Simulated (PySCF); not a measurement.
C4H4S, SMILES c1ccsc1. Coordinates come from a PBE0-D3(BJ)/def2-SVP optimisation.

Method: PySCF with PBE0-D3(BJ)/def2-SVP.

Harmonic wavenumbers (cm⁻¹): 467, 586, 625, 699, 730, 774, 866, 887, 895, 938, 1066, 1088, 1091, 1267, 1407, 1492, 1586, 3235, 3248, 3277, 3280. Rotational constants (GHz): 8.039, 5.399, 3.230; symmetry number 2.

Problem. Work out the zero-point energy and the ideal-gas rigid-rotor harmonic-oscillator thermochemistry at 298.15 K and 1 atm.

Solution. ZPE = ½ Σ hcν = ½ × 29504 cm⁻¹ = 176.47 kJ/mol. H − E(el) = 189.52 kJ/mol. Entropy in J/(mol K): translation 164.03, rotation 99.85, vibration 13.72, total 277.59. G − E(el) = 106.76 kJ/mol. Cp = 70.81 J/(mol K).
